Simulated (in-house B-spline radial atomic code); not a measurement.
## LDA exchange-only excitations of N5+

Method: LDA exchange-only. Computed with a B-spline radial code for spherical atoms: linear response of the closed shell 1s2 with the functional's adiabatic kernel; scalar-relativistic (spin-free one-electron X2C), finite nucleus, no spin-orbit coupling, no double excitations, S, P, D and F terms only.

Command:
```bash
python run_td.py task.json out
```
Settings (radii: box in bohr, nucleus in fm):
```
Z                        7
electrons                2
configuration            1s2
hamiltonian              x2c
method                   lda,
box_radius               16.35
rms_radius               2.5582
intervals                73
```

Cost of the run: 0.2 s on 1 thread of Arm Neoverse N1, on a shared host.

The lowest states, in the order of their Tamm-Dancoff energies; the method's threshold (minus the highest occupied level) is 504.96 eV. Labels give the largest channel, * marks a mixed state, and oscillator strengths are full-response dipole values. Semilocal kernels can invert the small singlet-triplet splittings of Rydberg terms. Energies in eV:

```json
{"state": "1s → 2s 3S", "full response": "400.43", "Tamm-Dancoff": "400.45", "oscillator strength": "-"}
{"state": "1s → 2s 1S", "full response": "406.59", "Tamm-Dancoff": "406.68", "oscillator strength": "-"}
{"state": "1s → 2p 3P", "full response": "407.94", "Tamm-Dancoff": "407.97", "oscillator strength": "-"}
{"state": "1s → 2p 1P", "full response": "412.08", "Tamm-Dancoff": "412.11", "oscillator strength": "0.587"}
{"state": "1s → 3s 3S", "full response": "462.10", "Tamm-Dancoff": "462.11", "oscillator strength": "-"}
{"state": "1s → 3s 1S", "full response": "?", "Tamm-Dancoff": "?", "oscillator strength": "-"}
{"state": "1s → 3p 3P", "full response": "464.32", "Tamm-Dancoff": "464.33", "oscillator strength": "-"}
{"state": "1s → 3p 1P", "full response": "465.35", "Tamm-Dancoff": "465.36", "oscillator strength": "0.12"}
{"state": "1s → 3d 3D", "full response": "466.48", "Tamm-Dancoff": "466.48", "oscillator strength": "-"}
{"state": "1s → 3d 1D", "full response": "?", "Tamm-Dancoff": "?", "oscillator strength": "-"}
```

Q: Where does 1s → 3s 1S lie?

A: At 463.60 eV in full response, 463.62 eV in Tamm-Dancoff.

Q: Where does 1s → 3d 1D lie?

A: At 466.51 eV in full response, 466.51 eV in Tamm-Dancoff.

Q: How large is the singlet-triplet splitting of 1s → 2s (S terms) in Tamm-Dancoff?

A: 6.23 eV, from the unrounded values.

Q: What polarisabilities and dispersion coefficient does the method give?

A: Dipole 0.004875 bohr³, quadrupole 0.0004203 bohr⁵, C6 0.0003216 hartree·bohr⁶ for two such species.
